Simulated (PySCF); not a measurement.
Vertical excitations of a molecule CH10N2Si2 from TDDFT-ωB97X/def2-SVPD (PySCF), as energy in eV (oscillator strength): 5.64 (0.023), 6.02 (0.004), 6.65 (0.015), 6.88 (0.014), 7.02 (0.064), 7.31 (0.020), 7.46 (0.021), 7.54 (0.117), 7.64 (0.123), 7.75 (0.102). Lowest triplet (TDA): 5.18 eV. Coordinates come from a B3LYP-D3(BJ)/def2-SVP optimisation. One conformer was computed; it need not be the lowest.

### Question
Which structure fits?
(A) N[SiH2][C@@H](N)[SiH3]
(B) NC[SiH2][SiH2]N
(C) CN[Si@H](N)[SiH3]
(D) N[SiH2]CN[SiH3]

### Answer
B, NC[SiH2][SiH2]N
